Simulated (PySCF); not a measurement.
From one molecule to another.

First species: C6H10O.
SMILES: `C=C(C)CC(C)=O`

Second species: C5H5OP.
SMILES: `c1ccoc1P=C`

Levels: CAM-B3LYP/def2-SVPD for dipole moment, HOMO energy, LUMO energy, HOMO–LUMO gap, static isotropic polarisability and electronic spatial extent ⟨r²⟩ about the centre of nuclear charge; TDDFT CAM-B3LYP/def2-SVPD for lowest singlet excitation; TDA CAM-B3LYP/def2-SVPD for lowest triplet excitation (Tamm–Dancoff); GFN2-xTB for rotational constant A and rotational constant C. Geometries: GFN2-xTB. Each structure is a single optimised conformer of the isolated species, non-relativistic unless stated; the electronic structure was computed with PySCF and density fitting.

The conformers computed, where there is a choice (atom-mapped SMILES and torsion angles):
- `[CH2:1]=[C:2]([CH3:3])[CH2:4][C:5]([CH3:6])=[O:7]`: C1–C2–C4–C5 105°, C2–C4–C5–C6 -90°
- `[CH2:1]=[P:2][c:3]1[cH:4][cH:5][cH:6][o:7]1`: C1–P2–C3–C4 180°

Values for the first species:

- Dipole moment: 2.58 D
- HOMO energy: -8.37 eV
- LUMO energy: 0.33 eV
- HOMO–LUMO gap: 8.70 eV
- Lowest singlet excitation: 4.37 eV
- Lowest triplet excitation (Tamm–Dancoff): 3.78 eV
- Static isotropic polarisability: 74.6 au
- Electronic spatial extent ⟨r²⟩ about the centre of nuclear charge: 845 bohr²
- Rotational constant A: 3.986 GHz
- Rotational constant C: 1.563 GHz

Q: Estimate the same properties for the second species, and the change in each.

A: 
```
                                                         property      first     second  second less first
                                                    dipole moment     2.58 D     1.57 D            -1.01 D
                                                      HOMO energy   -8.37 eV   -7.66 eV           +0.71 eV
                                                      LUMO energy    0.33 eV   -0.75 eV           -1.08 eV
                                                    HOMO–LUMO gap    8.70 eV    6.91 eV           -1.79 eV
                                        lowest singlet excitation    4.37 eV    4.43 eV           +0.06 eV
                         lowest triplet excitation (Tamm–Dancoff)    3.78 eV    2.46 eV           -1.32 eV
                                  static isotropic polarisability    74.6 au    88.1 au           +13.5 au
electronic spatial extent ⟨r²⟩ about the centre of nuclear charge  845 bohr²  883 bohr²          +38 bohr²
                                            rotational constant A  3.986 GHz  6.320 GHz         +2.334 GHz
                                            rotational constant C  1.563 GHz  1.284 GHz         -0.279 GHz
```

On the first: The 8 singlets span 4.37 to 8.10 eV, and their oscillator strengths add up to 0.47. The dipole matches unit charges of opposite sign 0.54 Å apart (1 e·Å = 4.8032 D).

On the second: The vertical singlet–triplet gap S1 − T1 is 1.97 eV (TDDFT singlet less Tamm–Dancoff triplet; S1: HOMO→LUMO, weight 0.98; T1: HOMO→LUMO, weight 0.84).
